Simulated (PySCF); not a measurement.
**Ta: excitation energy**

Ta [Xe] 4f14 5d3 6s2 (4F) → Ta [Xe] 4f14 5d4 6s1 (6D), as a difference of total energies. All numbers are calculated (PySCF 2.14, a scalar-relativistic core potential, in aug-cc-pwCVTZ-PP with ECP60MDF (8s8p7d4f3g, 122 functions)). Correlated levels: valence: 5s2 5p6 frozen; valence and next inner shell: nothing frozen outside the core potential. The calculations carry no spin-orbit coupling.

| method | excitation energy (cm⁻¹) |
| --- | --- |
| UHF | 1927.0 |
| LDA | 4079.3 |
| PBE | 2950.8 |
| PBE0 | 2998.2 |
| r2SCAN | 1334.4 |
| B97-3 | 8901.1 |
| B2PLYP | 8194.0 |
| LC-wPBE | 3308.4 |
| MP2 (valence) | 6407.0 |
| SCS-MP2 (valence) | 11966 |
| MP2 (valence and next inner shell) | 6313.0 |
| SCS-MP2 (valence and next inner shell) | 11043 |

Question: How much does correlation contribute at MP2 (valence and next inner shell)?

Answer: 6313.0 − (1927.0) = 4386.0 cm⁻¹, measured against UHF.
